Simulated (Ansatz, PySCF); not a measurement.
Potential energy curve for SiS, singlet.

Levels of theory: RKS-PBE = restricted PBE/cc-pVDZ in Ansatz (an electronic-structure program); UKS-PBE = Ansatz with unrestricted PBE/cc-pVDZ; UKS-PBE0 = unrestricted PBE0/cc-pVDZ (PySCF); UCCSD(T) = CCSD(T) on UHF/cc-pVDZ, 10 core orbitals frozen (PySCF).

Energies relative to the lowest point of each curve near equilibrium, in mEh; the last columns give the difference from UCCSD(T):

```
R / Å  RKS-PBE  UKS-PBE  UKS-PBE0  UCCSD(T)  RKS-PBE − UCCSD(T)  UKS-PBE − UCCSD(T)  UKS-PBE0 − UCCSD(T)
-----  -------  -------  --------  --------  ------------------  ------------------  -------------------
1.46     318.6    318.6     308.8     326.5                -7.9                -7.9                -17.6
1.55     184.5    184.5     175.8     188.9                -4.4                -4.4                -13.1
1.65      90.5     90.5      83.5      92.4                -1.9                -1.9                 -9.0
1.74      40.6     40.6      35.2      41.2                -0.6                -0.6                 -5.9
1.83      13.2     13.2       9.9      13.3                 0.0                 0.0                 -3.4
1.86       7.9      7.9       5.2       7.8                 0.1                 0.1                 -2.6
1.93       1.0      1.0       0.0       0.9                 0.1                 0.1                 -0.9
1.98       0.0      0.0       0.2       0.0                 0.0                 0.0                  0.2
2.07       4.1      4.1       6.6       4.4                -0.3                -0.3                  2.2
2.14      11.1     11.1      15.5      11.7                -0.6                -0.6                  3.8
2.24      24.9     24.9      32.0      28.5                -3.6                -3.6                  3.5
2.42      55.4     55.4      67.4      60.9                -5.5                -5.5                  6.5
2.61      89.4     89.4     104.0      97.2                -7.8                -7.8                  6.8
2.88     134.1    130.1     144.2     141.2                -7.2               -11.2                  2.9
3.19     175.9    163.6     175.3     173.2                 2.7                -9.6                  2.2
3.46     204.0    184.0     192.8     190.8                13.2                -6.8                  2.0
3.86     234.1    203.9     206.5     197.2                36.9                 6.8                  9.3
4.20     251.4    214.4     212.4     199.2                52.2                15.2                 13.2
4.69     267.4    223.1     216.6     200.7                66.7                22.4                 15.9
5.26     277.6    227.3     218.5     201.5                76.1                25.8                 17.0
5.76     282.5    228.7     219.0     201.8                80.7                26.9                 17.2
6.78     286.6    229.6     219.2     202.1                84.6                27.5                 17.2
7.81     287.8    229.8     219.3     202.1                85.7                27.7                 17.2
```

RKS-PBE is furthest from UCCSD(T) at 7.81 (85.7 mEh, above); its mean absolute difference over the points is 23.4 mEh.

UKS-PBE is furthest from UCCSD(T) at 7.81 (27.7 mEh, above); its mean absolute difference over the points is 9.2 mEh.

UKS-PBE0 is furthest from UCCSD(T) at 1.46 (-17.6 mEh, below); its mean absolute difference over the points is 8.2 mEh.

The restricted form behind RKS-PBE keeps the bonding electrons paired and can't separate into open-shell fragments. The unrestricted solution behind UKS-PBE changes between 2.88 and 3.19 Å, which can leave a kink. The unrestricted determinant behind UKS-PBE is spin-contaminated at 2.61 to 7.81 Å (<S²> up to 1.9, against 0.00 for a pure singlet). The unrestricted solution behind UKS-PBE0 changes between 2.61 and 2.88 Å, which can leave a kink. The unrestricted determinant behind UKS-PBE0 is spin-contaminated at 2.61 to 7.81 Å (<S²> up to 2.0, against 0.00 for a pure singlet). The unrestricted determinant behind UCCSD(T) is spin-contaminated at 2.24 to 7.81 Å (<S²> up to 2.0, against 0.00 for a pure singlet).
